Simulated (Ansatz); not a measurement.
Sb2, closed-shell singlet (the spin of the measured ground state), most abundant isotopes (120.9038 and 120.9038 u). Constants from fifth-degree fits in 1/R to seven points on the lowest solution found; no spin–orbit coupling, no relativity up to Kr; ω_e x_e and α_e move by some per cent with the fit.

Correlated levels freeze the inner cores; with def2 sets outer-core shells near the valence are correlated too. CBS(a, b) extrapolates the correlation energy as X⁻³ and adds the Hartree–Fock energy of set b.

Programs: Ansatz (Gaussian orbitals). Each number belongs to the level named beside it. In def2 rows elements past Kr take small-core potentials, without spin–orbit coupling.

```tsv
level	r_e (Å)	ω_e (cm⁻¹)	ω_e x_e (cm⁻¹)	α_e (cm⁻¹)
PBE/def2-TZVPP	2.5019	276.9	0.422	9.35e-5
CCSD(T)/CBS(def2-TZVPP, def2-QZVPP)	2.4809	282.3	0.470	9.87e-5
```

D_e from total energies of the atoms and the molecule: 3.21 eV at PBE/def2-TZVPP; 3.13 eV at CCSD(T)/CBS(def2-TZVPP, def2-QZVPP).

**Question.** Derive the rotational constants, the centrifugal constant, the fundamental, the zero-point energy and the force constant, and test the Morse rule for the well depth.

**Answer.** 
μ = 60.45191 u.
- PBE/def2-TZVPP: B_e = 16.8576/(μ r_e²) = 0.044549 cm⁻¹; B₀ = B_e − α_e/2 = 0.044503 cm⁻¹; D = 4B_e³/ω_e² = 4.61e-09 cm⁻¹; fundamental ω_e − 2ω_e x_e = 276 cm⁻¹; zero-point energy ω_e/2 − ω_e x_e/4 = 138 cm⁻¹; k = μ(2πcω_e)² = 273 N/m; a Morse well would hold ω_e²/(4ω_e x_e) = 5.63 eV against the computed D_e of 3.21 eV
- CCSD(T)/CBS(def2-TZVPP, def2-QZVPP): B_e = 16.8576/(μ r_e²) = 0.045306 cm⁻¹; B₀ = B_e − α_e/2 = 0.045257 cm⁻¹; D = 4B_e³/ω_e² = 4.67e-09 cm⁻¹; fundamental ω_e − 2ω_e x_e = 281 cm⁻¹; zero-point energy ω_e/2 − ω_e x_e/4 = 141 cm⁻¹; k = μ(2πcω_e)² = 284 N/m; a Morse well would hold ω_e²/(4ω_e x_e) = 5.25 eV against the computed D_e of 3.13 eV

Doubts at one or more of the structures used: a restricted determinant that unrestricted orbitals would lower (CCSD(T)/CBS(def2-TZVPP, def2-QZVPP)).

Measured for the ground state: ω_e 269.98 cm⁻¹ [Huber and Herzberg (1979), NIST Chemistry WebBook].

Ansatz is a first-principles code.
